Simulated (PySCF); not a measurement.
Geometries of 3 isomers of C6H6F2, from PBE0-D3(BJ)/def2-SVP geometry optimisation, gas phase (PySCF). One conformer each, no zero-point energy, no frequencies.

Task: Which is lowest in electronic energy at this level?
A.
```xyz
14
angstrom
F      3.962   -0.064    0.462
C      2.854   -0.083   -0.307
C      1.638   -0.037    0.218
C      0.719    0.030    1.328
C      0.199   -0.017    0.116
C     -0.985   -0.053   -0.758
C     -2.284    0.155   -0.010
F     -2.434   -0.807    0.954
H      3.064   -0.139   -1.376
H      0.575    0.064    2.404
H     -0.999   -1.022   -1.287
H     -0.881    0.716   -1.543
H     -2.294    1.144    0.480
H     -3.140    0.099   -0.704
```
B.
```xyz
14
angstrom
C      3.067    0.443   -0.158
C      1.847    0.318    0.378
F      1.700    0.421    1.706
C      0.616    0.071   -0.341
C     -0.585   -0.063    0.260
C     -1.818   -0.309   -0.446
C     -2.993   -0.449    0.180
F     -4.119   -0.676   -0.478
H      3.935    0.625    0.475
H      3.198    0.363   -1.237
H      0.703   -0.005   -1.428
H     -0.630    0.015    1.351
H     -1.803   -0.387   -1.538
H     -3.134   -0.394    1.265
```
C.
```xyz
14
angstrom
F      2.823    0.402    0.329
C      1.508    0.266    0.144
C      0.628    1.129    0.662
C     -0.824    0.958    0.345
C     -1.235   -0.463   -0.001
F     -1.456   -1.180    1.169
C     -0.192   -1.198   -0.794
C      1.104   -0.869   -0.671
H      0.974    1.984    1.246
H     -1.078    1.609   -0.514
H     -1.458    1.295    1.180
H     -2.196   -0.445   -0.540
H     -0.498   -2.066   -1.382
H      1.894   -1.437   -1.168
```

Result: C. That is `FC1=CC[C@H](F)C=C1`, 18.4 kcal/mol below the next.

```
            SMILES                                 atoms numbered as above      E (Eh)  relative (kcal/mol)  relative (kJ/mol)  dipole (D)
FC1=CC[C@H](F)C=C1   [F:1][C:2]1=[CH:3][CH2:4][C@H:5]([F:6])[CH:7]=[CH:8]1  -431.11906                  0.0                0.0        2.10
  C=C(F)/C=C/C=C/F  [CH2:1]=[C:2]([F:3])/[CH:4]=[CH:5]/[CH:6]=[CH:7]/[F:8]  -431.08968                 18.4               77.1        0.57
    F/C=C1C=C\1CCF    [F:1]/[CH:2]=[C:3]1[CH:4]=[C:5]\1[CH2:6][CH2:7][F:8]  -431.02356                 59.9              250.7        3.86
```

As drawn, the highest has a three-membered ring, which the lowest lacks.
